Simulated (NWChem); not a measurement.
# SiH₂Cl₂; SMILES Cl[SiH2]Cl

All runs: NWChem. Pople sets run with spherical d functions. The geometry was optimised at PBE0/def2-SVP. Ions are spin-unrestricted doublets at the neutral geometry; other ion states weren't tried. Functional: LC-ωPBE (HJS hole) with 6-31G*; rows give the range parameter ω in 1/bohr.

```tsv
range parameter (1/bohr)	vertical ionisation energy, ΔSCF (eV)	−ε(HOMO) (eV)	ΔSCF minus −ε(HOMO) (eV)
0.05	10.85	8.50	2.35
0.20	?	?	?
0.40	12.06	11.97	0.09
0.50	12.35	12.43	-0.08
0.80	12.78	13.13	-0.35
```

Problem. What belongs in the gaps?

Solution. 
- 0.20, vertical ionisation energy, ΔSCF (eV): 11.26
- 0.20, −ε(HOMO) (eV): 10.43
- 0.20, ΔSCF minus −ε(HOMO) (eV): 0.83
